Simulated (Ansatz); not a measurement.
Computed with Ansatz on PBE0-D4/def2-TZVP structures; ΔE is electronic, products minus reactants. CCSD(T)/CBS adds triple-zeta CCSD(T) − MP2 to the extrapolated MP2 energy (def2 sets, frozen cores). This one scheme is used for every species. DFT in def2-TZVPP. B3LYP here is the variant with VWN-RPA as its local correlation; programs differ in this. HSE06 is defined as in plane-wave codes. One conformer a species, not always the lowest.

Reaction (formal exchange of groups at a C–C bond): `CC(N)S` + `C[SiH3]` → `NC(S)C[SiH3]` + CH₄

```
             level  ΔE (kcal/mol)  difference from CCSD(T)/CBS
       LDA (SPW92)           -1.4                         -0.5
         revPBE-D4           -1.6                         -0.7
           BLYP-D4           -1.4                         -0.5
         r2SCAN-D4           -0.9                          0.0
            B97M-V           -0.6                          0.3
           PBE0-D4           -0.9                          0.0
          B3LYP-D4           -1.0                         -0.1
        r2SCANh-D4           -0.8                          0.1
        r2SCAN0-D4           -0.7                          0.2
          HSE06-D4           -0.9                          0.0
      CAM-B3LYP-D4           -0.5                          0.4
           ωB97X-V           -0.6                          0.3
           ωB97M-V           -0.8                          0.1
            B2PLYP            0.1                          1.0
          PBE-QIDH           -0.5                          0.4
               PBE            0.0                          0.9
              BLYP            1.1                          2.0
            r2SCAN           -0.5                          0.4
              PBE0            0.2                          1.1
             B3LYP            1.0                          1.9
           r2SCANh           -0.4                          0.5
           r2SCAN0           -0.2                          0.7
             HSE06            0.2                          1.1
             BHLYP            1.2                          2.1
         CAM-B3LYP            0.8                          1.7
RPA@PBE/def2-TZVPP           -0.7                          0.2
       HF/def2-SVP            0.7                          1.6
      MP2/def2-SVP           -2.5                         -1.6
     CCSD/def2-SVP           -1.5                         -0.6
  CCSD(T)/def2-SVP           -2.0                         -1.1
     HF/def2-TZVPP            2.1                          3.0
    MP2/def2-TZVPP           -1.5                         -0.6
   CCSD/def2-TZVPP           -0.3                          0.6
CCSD(T)/def2-TZVPP           -0.9                          0.0
     HF/def2-QZVPP            2.3                          3.2
    MP2/def2-QZVPP           -1.4                         -0.5
SCS-MP2/def2-QZVPP           -0.7                          0.2
      HF/CBS(def2)            2.3                          3.2
     MP2/CBS(def2)           -1.5                         -0.6
    CCSD/CBS(def2)           -0.3                          0.6
       CCSD(T)/CBS           -0.9                            0
```

Largest T1 diagnostic among the species: 0.011.

In def2-TZVPP, CCSD(T) changes the Hartree–Fock value by −3.0 kcal/mol (the triples alone add −0.6 kcal/mol) and MP2 by −3.6 kcal/mol. Leaving LDA and LC-ωPBE aside and taking each functional with its dispersion term where it has one, the values spread over 1.7 kcal/mol, from revPBE-D4 to B2PLYP. LDA lies −1.4 kcal/mol from PBE without D4. At CCSD(T), def2-SVP lies −1.1 kcal/mol from the extrapolated value and def2-TZVPP +0.0 kcal/mol.
